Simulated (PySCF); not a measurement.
## Dipole response of Al⁺ (aluminium, charge +1)

[Ne] 3s2, closed-shell 1S. All numbers are calculated (PySCF 2.14, scalar relativity by spin-free X2C-1e, in aug-cc-pCVQZ-DK (10s9p7d5f3g, 134 functions)). Coupled (time-dependent) response in atomic units; α is the mean over directions.

| method | mean α (bohr³) | C₆ (like pair) | S(−4) |
| --- | --- | --- | --- |
| UHF | 26.25 | 139.1 | 374.6 |
| PBE | 24.17 | 122.5 | 321.9 |
| PBE0 | 24.68 | 126.5 | 334.5 |

S(−4) is the Cauchy moment in α(ω) = α(0) + S(−4) ω² + …

α(iu) at PBE:

| u (hartree) | α(iu) (bohr³) |
| --- | --- |
| 0 | 24.17 |
| 0.0500 | 23.39 |
| 0.100 | 21.33 |
| 0.200 | 15.81 |
| 0.300 | 11.10 |
| 0.500 | 5.797 |
| 0.750 | 3.110 |
| 1.00 | 1.963 |
| 1.50 | 1.044 |
| 2.00 | 0.6867 |
| 3.00 | 0.3959 |
| 5.00 | 0.2008 |

A single London oscillator, α(iu) = α/(1 + u²/ω²), gives C₆ = (3/4) ω α². Matching the computed C₆ needs ω = 4 × 122.5 / (3 × 24.17²) = 0.280 hartree.

For an ion, C₆ is the dispersion term alone; charge-induced terms of lower order in 1/R come first.
